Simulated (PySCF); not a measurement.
The calculation used delta-SCF UKS SCAN, pcX-2 on the ionised atom, pcseg-1 elsewhere, spin-free X2C (PySCF 2.14.0). Geometries: PBE0-D3(BJ)/def2-SVP; isolated species, one conformer each. Values against the vacuum level. The 2p values aren't plain energy differences: one relaxed spin-free 2p hole is combined with a matrix within the shell (ground-state 2p orbital-energy differences and spin–orbit coupling). 2p3/2, the mean of its two sublevels, lies a third of the splitting below the shell's mean and 2p1/2 two thirds above it; the statistical areas are 2:1.

(1) Rank by computed C 1s binding energy, lowest first.
A. C1 in `[CH3:1]/[CH:2]=[N:3]/[OH:4]`
B. Carbon in `C[SiH]1[SiH2][SiH2][SiH2]1`
C. Carbon in `N#[C][GeH2][SiH3]`
D. C3 in `[H]/[N:1]=[CH:2]/[CH2:3][OH:4]`

(2) Rank by computed Si 1s binding energy, lowest first.
A. Silicon in `N#[C][GeH2][SiH3]`
B. Si3 in `[CH3:1][SiH:2]1[SiH2:3][SiH2:4][SiH2:5]1`
C. Si3 in `[SiH3:1][O:2][SiH2:3][PH2:4]`

(3) Order these sites by rising Si 2p3/2 binding energy.
A. Silicon in `N#[C][GeH2][SiH3]`
B. Si2 in `[CH3:1][SiH:2]1[SiH2:3][SiH2:4][SiH2:5]1`
C. Si1 in `[SiH3:1][O:2][SiH2:3][PH2:4]`

## Answers

(1) B (290.17 eV), A (291.17 eV), C (291.63 eV), D (292.57 eV).

The highest is bonded to O, C and 2 H, the lowest to 3 H and Si; the range is 2.40 eV.

(2) B (1845.58 eV), A (1846.99 eV), C (1847.37 eV).

The highest is bonded to O, 2 H and P, the lowest to 2 H and 2 Si; the range is 1.79 eV.

(3) B (105.90 eV), A (107.30 eV), C (107.63 eV).

From the lowest up, the atoms are bonded to: C, H and 2 Si (105.90); 3 H and Ge (107.30); O and 3 H (107.63).
